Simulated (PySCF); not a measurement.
Precursor series Y OH-NH2. All species are isolated molecules in the gas phase. One relaxed conformer stands for each flexible species; it need not be the lowest.

The HOMO from two functionals at the same geometries (TPSS-D3(BJ)/def2-SVP), both in PySCF: PBE-D3(BJ)/def2-TZVP and TPSSh-D3(BJ)/def2-TZVP. 

| species | TPSSh-D3(BJ)/def2-TZVP (eV) |
|---|---|
| 0 of 3 OH replaced by NH2 ([Y(OH)3]) | -6.93 |
| 2 of 3 OH replaced by NH2 ([Y(OH)(NH2)2]) | -5.61 |
| 3 of 3 OH replaced by NH2 ([Y(NH2)3]) | -5.52 |

Question: What does PBE-D3(BJ)/def2-TZVP give for each?

Answer: 
- 0 of 3 OH replaced by NH2 ([Y(OH)3]): -6.20
- 2 of 3 OH replaced by NH2 ([Y(OH)(NH2)2]): -5.06
- 3 of 3 OH replaced by NH2 ([Y(NH2)3]): -4.97
Over these rows, drawn at random from the members with no instability flagged (it was tested for open shells, ions and some series alone), PBE minus TPSSh-D3(BJ): mean +0.61 eV, from +0.55 eV to +0.72 eV.
